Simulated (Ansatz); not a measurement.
Mulliken charges of `FCS[SiH3]` from r2SCAN/def2-TZVPP in Ansatz (PBE0-D4/def2-TZVP geometry).

```tsv
atom	x (Å)	y (Å)	z (Å)	charge (e)
F1	-1.767	1.012	0.457	-0.220
C2	-0.438	1.354	0.520	0.135
S3	0.587	0.034	1.195	-0.213
Si4	0.527	-1.334	-0.448	0.315
H5	-0.108	1.620	-0.486	0.078
H6	-0.329	2.206	1.194	0.080
H7	1.594	-2.328	-0.179	-0.056
H8	-0.781	-2.023	-0.567	-0.053
H9	0.803	-0.588	-1.704	-0.066
```

Q: By hand: the dipole of these point charges (1 e Å = 4.8032 D).

A: Σ q r = (0.235, 0.112, -0.216) e Å, of length 0.338 e Å = 1.62 D.

Q: How does the dipole of the full density compare? (An estimate is asked.)

A: The calculation gave: (0.175, 0.132, -0.182) e Å, 1.37 D; the point charges give 1.18 times that, at 9° from its direction.

Point charges leave out the atoms' own dipoles, such as those of lone pairs, and Mulliken's split depends on the basis, so the two needn't agree.
